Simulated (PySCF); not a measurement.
Excited states of Mo²⁴⁺ (molybdenum, charge +24)

Ground state [Ar], ¹S. All numbers are calculated (PySCF 2.14, scalar relativity by spin-free X2C-1e, in an even-tempered Gaussian basis (20 s from 0.464 bohr⁻², ratio 2.5; 14 p from 0.608 bohr⁻², ratio 2.5; 6 d from 0.965 bohr⁻², ratio 2.7; 3 f from 28 bohr⁻², ratio 2.7)). Vertical excitation energies in eV without spin-orbit coupling; excited terms of each kind are numbered among those the solver found. Frozen: [Ne].

```
 term  leading excitation  EOM-EE-CCSD
1 3P°              3p → d       123.43
1 3F°              3p → d       128.44
1 1D°              3p → d       136.08
1 3D°              3p → d       136.38
1 1F°              3p → d       136.66
1 1P°              3p → d       166.90
 1 3D              3s → d       225.67
 1 1D              3s → d       230.73
```

The spin-orbit splitting of the hole, absent here, rivals or exceeds the spacing of these terms, so the LS terms are model states.

The solver can miss terms. The 29 highest virtual orbitals were dropped.
